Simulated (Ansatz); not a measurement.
Program: Ansatz. Geometries: PBE0-D4/def2-TZVP. ΔE: electronic, gas phase. CBS: MP2 limit from def2 TZ/QZ plus the TZ coupled-cluster correction, frozen cores. This one scheme is used for every species, atoms too. DFT in def2-TZVPP. Open shells (•) are unrestricted, without spin–orbit coupling. Spin–orbit coupling would lower the free atoms: a little for C, S, Si. Each species was taken in one conformer, which may not be the lowest.

`C[SiH2]SC#N` → 2 C• + 5 H• + N• + S• + Si•  (atomization)

```tsv
level	ΔE (kJ/mol)
PBE0-D4	3793.4
HF/def2-TZVPP	2663.0
SCS-MP2/def2-TZVPP	3736.8
SCS-MP2/def2-QZVPP	3810.7
```

(1) What does CCSD(T)/CBS give? (Estimate.)

Largest T1 diagnostic among the species: 0.013.

Results:

(1) The calculation gave: +3777.2 kJ/mol. The listed levels differ from it by 16.2, -1114.2, -40.4, 33.5 kJ/mol.

The D4 term adds +39.4 kJ/mol with B3LYP and +20.8 kJ/mol with PBE0; it sums over pairs of atoms, weighted by their polarisabilities, and B3LYP, whose exchange is more repulsive, gets the larger term. In def2-TZVPP, CCSD(T) changes the Hartree–Fock value by +1004.5 kJ/mol (the triples alone add +73.6 kJ/mol) and MP2 by +1083.6 kJ/mol; breaking electron pairs costs correlation energy, which Hartree–Fock lacks. From PBE to PBE0 (25 % exact exchange), in def2-TZVPP and without D4, ΔE moves by −84.6 kJ/mol: exact exchange takes away binding that semilocal exchange gives to molecules.

B3LYP here is the variant with VWN-RPA as its local correlation; programs differ in this.

For atomizations the MP2-based limit and the directly extrapolated one differ by several kJ/mol either way, and by 10 to 25 for some Ge, Se and Sn compounds, so smaller differences from it don't rank the levels.
